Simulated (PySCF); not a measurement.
B3LYP has the VWN-RPA correlation part, as in Gaussian. Excitations are Tamm–Dancoff values on a coarser integration grid. The basis has no diffuse functions, so Rydberg states are missing or too high.

Cartesian coordinates (Å):
```xyz
9

O     -0.2288    -1.4831     1.2878
Sn     0.0000     0.0000    -0.0001
O      1.9205     0.0317    -0.4704
O     -0.4355     1.8099     0.6673
O     -1.2562    -0.3586    -1.4848
H      0.5770    -1.6115     1.8104
H      2.1899     0.9182    -0.7542
H     -1.3764     2.0048     0.5424
H     -1.3905    -1.3114    -1.5983
```
Charge 0, multiplicity 1.

Question: What is the computed T1 excitation (TDA), S1–T1 gap (TDA) and total energy (B3LYP-D3(BJ)/def2-TZVP // B3LYP-D3(BJ)/def2-SVP (PySCF 2.14.0))?

Answer: 
The T1 excitation (TDA) is 4.84 eV and the S1–T1 gap (TDA) is 0.49 eV. The total energy comes out as -517.9005 Ha.
